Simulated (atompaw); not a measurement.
**An all-electron radial function and its pseudo partner (Ti)**

Columns: radius, all-electron u(r) and pseudo u(r) of the 3s shell (level -62.27 eV) of titanium in the configuration [Ne] 3s2 3p6 3d2 4s2 4p0; LDA (PW92), scalar-relativistic, PAW (atompaw) scheme, atompaw 4.2.0.5.

```json
{"r (bohr)": "0.085", "all-electron": "0.0521", "pseudo": "0.1919"}
{"r (bohr)": "0.169", "all-electron": "-0.4911", "pseudo": "0.3750"}
{"r (bohr)": "0.254", "all-electron": "-0.5551", "pseudo": "0.5473"}
{"r (bohr)": "0.338", "all-electron": "-0.2855", "pseudo": "0.6995"}
{"r (bohr)": "0.423", "all-electron": "0.1021", "pseudo": "0.8309"}
{"r (bohr)": "0.508", "all-electron": "0.4704", "pseudo": "0.9363"}
{"r (bohr)": "0.592", "all-electron": "0.7570", "pseudo": "1.0133"}
{"r (bohr)": "0.677", "all-electron": "0.9542", "pseudo": "1.0631"}
{"r (bohr)": "0.762", "all-electron": "1.0656", "pseudo": "1.0855"}
{"r (bohr)": "0.846", "all-electron": "1.1072", "pseudo": "1.0825"}
{"r (bohr)": "0.931", "all-electron": "1.0976", "pseudo": "1.0571"}
{"r (bohr)": "1.015", "all-electron": "1.0531", "pseudo": "1.0133"}
{"r (bohr)": "1.100", "all-electron": "0.9853", "pseudo": "0.9544"}
{"r (bohr)": "1.185", "all-electron": "0.9049", "pseudo": "0.8850"}
{"r (bohr)": "1.269", "all-electron": "0.8202", "pseudo": "0.8099"}
{"r (bohr)": "1.354", "all-electron": "0.7340", "pseudo": "0.7303"}
{"r (bohr)": "1.438", "all-electron": "0.6519", "pseudo": "0.6512"}
{"r (bohr)": "1.523", "all-electron": "0.5738", "pseudo": "0.5738"}
{"r (bohr)": "1.608", "all-electron": "0.5018", "pseudo": "0.5018"}
{"r (bohr)": "1.692", "all-electron": "0.4374", "pseudo": "0.4374"}
{"r (bohr)": "1.777", "all-electron": "0.3789", "pseudo": "0.3789"}
{"r (bohr)": "1.862", "all-electron": "0.3270", "pseudo": "0.3270"}
{"r (bohr)": "1.946", "all-electron": "0.2818", "pseudo": "0.2818"}
{"r (bohr)": "2.031", "all-electron": "0.2418", "pseudo": "0.2418"}
{"r (bohr)": "2.115", "all-electron": "0.2074", "pseudo": "0.2074"}
{"r (bohr)": "2.200", "all-electron": "0.1771", "pseudo": "0.1771"}
```

Q: How many radial nodes do the two functions have?

A: The all-electron 3s function has n − l − 1 = 2; the pseudo-wave has 0, since the states of the same l below it are removed with the core.

Q: At about which radius was the pseudo-wave matched?

A: 1.55 bohr, where the columns begin to agree (steps of 0.08 bohr).

Q: Is the pseudo-wave norm-conserving?

A: No, it belongs to a PAW set: the norm inside the radius is not constrained, and the difference is carried by the augmentation charge.
